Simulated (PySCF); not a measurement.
Delta-SCF ions had no search for a lower state. Excitations are Tamm–Dancoff values on a coarser integration grid. The basis has no diffuse functions, so Rydberg states are missing or too high.

**H9GaSi3, SMILES `[SiH3][Ga]([SiH3])[SiH3]` (charge 0, multiplicity 1)**

All values below come from M06-2X/def2-TZVP // B3LYP-D3(BJ)/def2-TZVP run with PySCF.

```
Quantity                                                       Value
--------------------------------------  ----------------------------
HOMO                                                        -8.09 eV
dipole moment                                                 0.08 D
HOMO–LUMO gap                                                6.14 eV
LUMO                                                        -1.96 eV
S1 excitation (TDA)                                          3.27 eV
S1 oscillator strength                                         0.000
T1 excitation (TDA)                                          2.75 eV
S1–T1 gap (TDA)                                              0.52 eV
vertical ionisation energy (Delta-SCF)                       8.96 eV
total energy                                            -76155.37 eV
cost                                    very roughly 21 core-minutes
```

```xyz
13

Si    -1.9645    -1.4350    -0.0491
Ga    -0.0142     0.0148    -0.0230
Si    -0.2477     2.4264     0.1581
Si     2.2012    -0.9794    -0.1299
H     -1.7909    -2.5635    -1.0000
H     -2.1343    -2.0180     1.3095
H     -3.2221    -0.7275    -0.3982
H     -1.4893     2.9305    -0.4819
H     -0.3131     2.7747     1.6038
H      0.9046     3.1579    -0.4271
H      2.6013    -1.0520    -1.5619
H      2.2417    -2.3594     0.4175
H      3.2247    -0.1705     0.5800
```
